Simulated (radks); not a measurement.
Results of a calculation; reference values are marked as such.
Coulomb parameter of the 3d shell of the iron ion Fe2+ in the model configuration [Ar] 3d5 4s1, as a second difference U = [E(n + 0.5) + E(n - 0.5) - 2 E(n)] / (0.5)^2 with all orbitals relaxed. "Bare": the charge of the atom changes with n. "Screened": the 4s shell takes up the change at fixed total charge, which measures U(3d,3d) + U(4s,4s) - 2 U(3d,4s). Level of theory: scalar-relativistic Kohn-Sham, r2SCAN, spin-unpolarised, spherical densities, finite nucleus; meta-GGA in the generalised Kohn-Sham scheme; Fermi nuclear charge, rms radius 3.7377 fm (a radial shooting solver on a logarithmic mesh with Libxc functionals).

| case | configuration | E - E(n) (eV) |
|---|---|---|
| start | [Ar] 3d5 4s1 | 0.000 |
| bare +0.5 | [Ar] 3d5.5 4s1 | -13.846 |
| bare -0.5 | [Ar] 3d4.5 4s1 | 18.202 |
| screened +0.5 | [Ar] 3d5.5 4s0.5 | -4.409 |
| screened -0.5 | [Ar] 3d4.5 4s1.5 | 5.367 |

U(bare) = 17.425 eV, U(screened by 4s) = 3.832 eV, against the Slater integral F0(3d,3d) = 24.944 eV with frozen orbitals.
